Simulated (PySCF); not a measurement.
HO4S, SMILES O=S(=O)([O-])O, charge -1. Atoms are numbered in the order given.

```xyz
6

O      1.4349    -0.2715    -0.5528
S     -0.1513     0.0272     0.0290
O      0.0635     0.0045     1.5075
O     -0.9438    -1.1019    -0.5110
O     -0.4965     1.3538    -0.5341
H      1.9569    -0.3144     0.2593
```
Charge -1, spin multiplicity 1.

Coordinates come from a B3LYP-D3(BJ)/def2-SVPD optimisation. Other conformers were not sampled.

Two levels are set side by side: PBE/pcSseg-1 (PySCF) and B3LYP/pcSseg-1 (PySCF). GIAO shifts against H2O (¹⁷O), H2S (³³S), TMS (¹H) at the same level; non-relativistic, no solvent, atoms listed together averaged. Differences are taken from unrounded values.

| quantity | B3LYP | PBE | PBE minus B3LYP |
|---|---|---|---|
| δ(¹⁷O) of O1 (ppm) | 239.5 | 242.5 | 3.1 |
| δ(³³S) of S2 (ppm) | 585.8 | 571.9 | -14.0 |
| δ(¹H) of H6 (ppm) | 3.43 | 3.40 | -0.03 |

Rough cost on one machine, each run with all the roots and properties that it gave: B3LYP against PBE within a factor of 2.
